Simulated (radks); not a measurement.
The numbers below are computed, except where a source is named.
Species: Dy10+. Configuration: [Kr] 4d10 4f8 5s2.

Level of theory: Dirac Kohn-Sham, PBE, spin-unpolarised, spherical densities, point nucleus; open shells are shared between the two j in proportion to 2j + 1 (a radial shooting solver on a logarithmic mesh with Libxc functionals).

Energy parts (eV):
part                      energy
total                 -330325.40
kinetic                362476.19
electron-nucleus      -805023.71
Hartree                119259.86
exchange-correlation    -7037.73

Orbitals (lengths in bohr, moments of r in powers of bohr):
orbital,occ.,eigenvalue (eV),<1/r>,<r>,small-component weight
1s1/2,2,-53777.13,74.59,0.02111,6.08e-02
2s1/2,2,-9093.322,17.87,0.08921,1.35e-02
2p1/2,2,-8656.237,17.84,0.07437,1.35e-02
2p3/2,4,-7855.795,15.62,0.08143,1.25e-02
3s1/2,2,-2156.339,6.528,0.2340,4.31e-03
3p1/2,2,-1965.806,6.443,0.2237,4.25e-03
3p3/2,4,-1799.504,5.878,0.2371,3.96e-03
3d3/2,4,-1472.367,5.760,0.2095,3.84e-03
3d5/2,6,-1436.044,5.620,0.2137,3.76e-03
4s1/2,2,-561.0149,2.737,0.5281,1.39e-03
4p1/2,2,-485.6875,2.631,0.5379,1.31e-03
4p3/2,4,-448.1717,2.439,0.5675,1.20e-03
4d3/2,4,-323.8495,2.230,0.5951,1.04e-03
4d5/2,6,-316.9546,2.184,0.6051,1.01e-03
5s1/2,2,-196.5508,1.171,1.156,3.83e-04
4f5/2,3.42857,-166.3265,1.771,0.6988,6.93e-04
4f7/2,4.57143,-165.2116,1.755,0.7046,6.84e-04

The highest occupied level is 4f7/2 at -165.21 eV. Summed over all electrons, <r^2> = 15.77 bohr^2, which gives a Langevin (diamagnetic) susceptibility term of -12.5 x 10^-6 cm^3/mol.
